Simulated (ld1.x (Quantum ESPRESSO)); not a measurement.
# Which change was made? (Pb, TM)

lead (Pb), norm-conserving Troullier–Martins (Kleinman–Bylander form), made with ld1.x (Quantum ESPRESSO) 7.5 (LDA (PZ), scalar-relativistic). Core [Xe] 4f14 5d10, reference 6s2 6p2. Waves: 6s (bound): rc 2.10 bohr; 6p (bound): rc 2.25 bohr; 6d channel at 0.05 Ry: rc 2.10 bohr. Local part: the d channel. Core correction: none.

Cutoffs, loose and tight: the cutoffs (Ry, on a coarse ladder) from which the occupation-weighted sum of valence levels, in a spherical-Bessel basis at the reference potential, stays within 10 and 1 mRy of its value at 400 Ry. They do not see the model core or the augmentation charge, which bear on the density cutoff. Test errors are all-electron minus pseudo excitation energies from the reference, over the configurations 6s2 6p1; 6s2 6p0; 6s1 6p0; 6s1 6p3; 6s2 6p1.5; 6s1 6p2; 6s0 6p4 (two spin-polarised tests are not counted in the largest error); variants that change the core or the reference have their own tests. The largest error is taken over the tests solved by every variant that gives reliable tests at all, those not shown here included: 6s0 6p4; 6s1 6p2; 6s1 6p3; 6s2 6p0; 6s2 6p1; 6s2 6p1.5.

The base gives: outcome: generated; cutoff, loose: 25 Ry; cutoff, tight: 40 Ry; bound ghosts: s, p; largest test error (meV): +96.

Question: After one change the result is: outcome: generated; cutoff, loose: 25 Ry; cutoff, tight: 40 Ry; bound ghosts: s, p; largest test error (meV): -150. Which change was it?
A. functional PBE
B. wave 6p (bound): rc 2.25 bohr becomes 6p (bound): rc 3.38 bohr
C. core correction a·sin(br)/r model core inside 1.14 bohr

Answer: C. The others give: functional PBE → outcome: generated; cutoff, loose: 25 Ry; cutoff, tight: 40 Ry; bound ghosts: s, p; largest test error (meV): +113 | wave 6p (bound): rc 2.25 bohr becomes 6p (bound): rc 3.38 bohr → outcome: generated; cutoff, loose: 25 Ry; cutoff, tight: 35 Ry; bound ghosts: s, p; largest test error (meV): +122.
